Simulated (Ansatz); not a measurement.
Geometry optimisation, RKS PBE0-D4/def2-SVP (Ansatz 0.2.0).

Input file:

```yaml
crystal:
  periodic: [false, false, false]
  atoms:
    - { symbol: Si, position_ang: [-0.634737, 0.559123, -0.51252] }
    - { symbol: Br, position_ang: [2.247266, -1.395964, -1.48736] }
    - { symbol: C, position_ang: [0.527454, 1.776186, -0.148247] }
    - { symbol: H, position_ang: [1.676003, -0.116746, -0.99042] }
    - { symbol: H, position_ang: [-1.314753, 0.561334, -1.837997] }
    - { symbol: Si, position_ang: [-1.019209, -1.175049, 0.994551] }
    - { symbol: H, position_ang: [0.772955, 2.600661, -0.823902] }
    - { symbol: H, position_ang: [1.045616, 1.787002, 0.81752] }
    - { symbol: H, position_ang: [0.069755, -1.114346, 2.012304] }
    - { symbol: H, position_ang: [-1.027424, -2.501863, 0.309726] }
    - { symbol: H, position_ang: [-2.342924, -0.980536, 1.666246] }
basis:
  gaussian: { orbitals: def2-SVP }
hamiltonian:
  xc: pbe0
  dispersion: d4
relax:
  f_tol: 0.03
  max_steps: 50
```

Command:

```bash
$ ansatz run input.yaml --threads 2 --pin off --max-ram 3072MiB --backend cpu --events-out ev --progress --plain --runs-dir out
```

Where does it end, and by what steps?

The forces met the threshold. The force dipped under the threshold on the way, but the program's further checks kept it going. After 11 steps the energy has fallen by 0.044 eV; H5 moved furthest, 0.56 Å.

```json
{"step": "0", "energy less start (eV)": "0.0000", "largest force component (eV/Å)": "0.525", "accepted": "yes"}
{"step": "1", "energy less start (eV)": "-0.0173", "largest force component (eV/Å)": "0.301", "accepted": "yes"}
{"step": "2", "energy less start (eV)": "-0.0223", "largest force component (eV/Å)": "0.260", "accepted": "yes"}
{"step": "3", "energy less start (eV)": "-0.0284", "largest force component (eV/Å)": "0.184", "accepted": "yes"}
{"step": "4", "energy less start (eV)": "-0.0322", "largest force component (eV/Å)": "0.166", "accepted": "yes"}
{"step": "5", "energy less start (eV)": "-0.0380", "largest force component (eV/Å)": "0.032", "accepted": "yes"}
{"step": "6", "energy less start (eV)": "-0.0389", "largest force component (eV/Å)": "0.273", "accepted": "yes"}
{"step": "7", "energy less start (eV)": "-0.0410", "largest force component (eV/Å)": "0.264", "accepted": "yes"}
{"step": "8", "energy less start (eV)": "-0.0404", "largest force component (eV/Å)": "0.127", "accepted": "no"}
{"step": "9", "energy less start (eV)": "-0.0433", "largest force component (eV/Å)": "0.035", "accepted": "yes"}
{"step": "10", "energy less start (eV)": "-0.0437", "largest force component (eV/Å)": "0.013", "accepted": "yes"}
{"step": "11", "energy less start (eV)": "-0.0439", "largest force component (eV/Å)": "0.024", "accepted": "yes"}
```

```xyz
11
Properties=species:S:1:pos:R:3
Si -0.789 0.649 -0.446
Br 2.538 -1.326 -1.064
C 0.571 1.692 -0.290
H 1.755 -0.110 -0.967
H -1.732 0.839 -1.583
Si -1.052 -1.186 0.967
H 0.753 2.536 -0.964
H 1.272 1.599 0.548
H 0.046 -1.134 1.975
H -0.983 -2.448 0.173
H -2.379 -1.111 1.651
```

Time of the run: 34 s on 2 threads of AMD EPYC 7B13 (Zen 3), on a shared host, peak memory 0.31 GiB.
